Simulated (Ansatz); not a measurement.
Coupled-cluster diagnostics for SnF2, Ansatz.

Geometry of the singlet (PBE-D4/def2-TZVP):

```xyz
3

Sn   -0.6382   -0.1847    0.5597
F    -0.5398    1.0852   -0.9315
F     1.1780   -0.9005    0.3718
```

In the def2 sets Sn takes a core potential; there is no spin–orbit coupling. Correlated methods freeze 6 core orbitals; core or outer-core shells of Sn are correlated, in sets that lack core-valence functions. In the quintet, F2 and F3 lie 2.00 Å apart (atoms count from 1), so these atoms are partly bonded to each other. The structure comes from a short search, and lower isomers may exist.

Geometry of the charge 0 triplet (PBE-D4/def2-TZVP):

```xyz
3

Sn    0.340   -0.432   -0.421
F    -0.140   -0.935    1.416
F    -0.200    1.367   -0.994
```

Geometry of the charge 0 quintet (PBE-D4/def2-TZVP):

```xyz
3

Sn    0.387   -0.692   -1.036
F     0.637    0.082    1.005
F    -1.024    0.610    0.031
```

(1) Estimate the CCSD(T) correlation energy, the shares of MP2 and (T), T1 and the reference's ⟨S²⟩ for: charge 0, singlet, own geometry in def2-TZVPP; charge 0, singlet, own geometry in def2-TZVPD; charge 0, triplet, own geometry in def2-TZVPP; charge 0, quintet, own geometry in def2-TZVPP; charge 1, doublet, vertical in def2-TZVPP; charge -1, doublet, vertical in def2-TZVPD; and the rough time on 4 threads of Arm Neoverse V1 on a shared host.

Results:

(1) 
| state | basis | correlation (eV) | MP2 share (%) | (T) share (%) | T1 | ⟨S²⟩ (pure) | wall time |
| --- | --- | --- | --- | --- | --- | --- | --- |
| charge 0, singlet, own geometry | def2-TZVPP | -22.353 | 98.5 | 2.9 | 0.017 | 0.00 (0.00) | 2.7 s |
| charge 0, singlet, own geometry | def2-TZVPD | -22.592 | 98.5 | 3.1 | 0.018 | 0.00 (0.00) | 4.2 s |
| charge 0, triplet, own geometry | def2-TZVPP | -21.553 | 97.9 | 2.9 | 0.021 | 2.01 (2.00) | 10 s |
| charge 0, quintet, own geometry | def2-TZVPP | -20.605 | 94.4 | 3.2 | 0.044 | 6.04 (6.00) | 18 s |
| charge 1, doublet, vertical | def2-TZVPP | -21.637 | 97.8 | 3.3 | 0.025 | 0.79 (0.75) | 10 s |
| charge -1, doublet, vertical | def2-TZVPD | -22.768 | 98.1 | 3.0 | 0.018 | 0.78 (0.75) | 16 s |
Customary marks for T1 are 0.02 (closed shells), 0.045 (open shells) and about 0.05 (3d metals). T1 exceeds 0.02 in 3 of 6 rows and 0.045 in 0; the higher it lies, the less the single-reference result can be trusted.
